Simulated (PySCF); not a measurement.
Run record for `c1([nH]ccn1)CC`: PBE0/6-311+G(2d,p), start guess atom, fitting basis def2-qzvpp-jkfit, TDA, 3 singlets.

Method: TDA PBE0/6-311+G(2d,p), vertical, gas phase, core orbitals frozen in the response (PySCF 2.14.0, density-fitted response routines). Geometry: GFN2-xTB. The command runs a driver script over a list of jobs; the input below is this job's line of settings and its coordinates in Å.

Command:
```bash
OMP_NUM_THREADS=1 python probes_run.py task.json out
```

Input:
```
{"job": {"kind": "uv", "xc": "PBE0", "basis": "6-311+G(2d,p)", "nstates": 3, "ntriplets": 2, "tda": true, "scf": {"guess": "atom", "aux": "def2-qzvpp-jkfit"}}, "charge": 0, "multiplicity": 1}
C     -2.017875     0.538654    -0.562561
C     -1.262454    -0.666609     0.002826
C      0.203662    -0.416389     0.007209
N      1.036398    -0.703273    -0.957130
C      2.256091    -0.259232    -0.553246
C      2.162840     0.309544     0.681705
N      0.844256     0.205849     1.033764
H     -3.086609     0.340148    -0.580527
H     -1.838998     1.425770     0.042057
H     -1.681517     0.738956    -1.576209
H     -1.602731    -0.874669     1.020550
H     -1.459855    -1.540429    -0.617883
H      3.117934    -0.378918    -1.177893
H      2.892213     0.761352     1.321203
H      0.432231     0.527238     1.894223
```

**Question.** What does the run print?

**Answer.** 
```
final grid: 121000 points
cycle   1  E = -304.0884345846  dE =  2.614e+00  |g| = 1.396e+00  |ddm| = 3.985e+00
cycle   2  E = -303.5426300530  dE =  5.458e-01  |g| = 1.979e+00  |ddm| = 8.058e+01
cycle   3  E = -304.5341701778  dE = -9.915e-01  |g| = 4.454e-01  |ddm| = 7.996e+01
cycle   4  E = -304.5741491633  dE = -3.998e-02  |g| = 1.824e-01  |ddm| = 7.989e-01
cycle   5  E = -304.5808129065  dE = -6.664e-03  |g| = 5.741e-02  |ddm| = 4.063e-01
cycle   6  E = -304.5814992038  dE = -6.863e-04  |g| = 1.536e-02  |ddm| = 7.519e-02
cycle   7  E = -304.5815511662  dE = -5.196e-05  |g| = 4.066e-03  |ddm| = 3.053e-02
cycle   8  E = -304.5815548350  dE = -3.669e-06  |g| = 1.326e-03  |ddm| = 9.220e-03
cycle   9  E = -304.5815552556  dE = -4.206e-07  |g| = 4.108e-04  |ddm| = 2.343e-03
cycle  10  E = -304.5815552896  dE = -3.396e-08  |g| = 1.325e-04  |ddm| = 5.681e-04
cycle  11  E = -304.5815552933  dE = -3.656e-09  |g| = 2.790e-05  |ddm| = 1.802e-04
cycle  12  E = -304.5815552934  dE = -1.756e-10  |g| = 9.387e-06  |ddm| = 6.192e-05
converged SCF energy = -304.5815552934

Static polarisability (au): isotropic 71.483, principal 54.065 70.766 89.620

Singlet excitations
state   eV       nm        f      main configurations
  1   5.3091    233.5   0.00742   H->L 0.96
  2   6.0448    205.1   0.08939   H->L+1 0.73, H->L+2 0.20
  3   6.3046    196.7   0.08346   H->L+2 0.43, H->L+3 0.39, H->L+1 0.13

Triplet excitations (Tamm-Dancoff, eV): 4.4612 5.2615
```

H and L stand for HOMO and LUMO; the number after each pair is its weight.

**Question.** Give the mean polarisability as a volume in Å³, and the ratio of the largest to the smallest principal value.

**Answer.** 71.483 au × 0.148185 = 10.59 Å³; 89.620/54.065 = 1.66.

**Question.** How does the lowest singlet excitation compare with the HOMO–LUMO gap?

**Answer.** HOMO -6.35 eV and LUMO 0.03 eV give a gap of 6.38 eV; S1 at 5.31 eV lies 1.07 eV below it.

In short: SCF converged in 12 cycles with 237 basis and 673 fitting functions; HOMO -6.35 eV, LUMO 0.03 eV; lowest singlet 5.31 eV; lowest triplet 4.46 eV (Tamm–Dancoff); mean polarisability 71.5 au.

All basis functions are spherical, in the Pople sets too.

**Question.** Estimate the wall time. Hardware: one thread, AMD EPYC 9R45 (x86_64), no GPU (shared host). And the peak memory of the process?

**Answer.** About 14 s, with 0.84 GiB resident at the peak, the Python interpreter and its libraries included.

Conformer computed: `[CH3:1][CH2:2][c:3]1[n:4][cH:5][cH:6][nH:7]1`: C1–C2–C3–N4 -90°.

One conformer stands for the species.
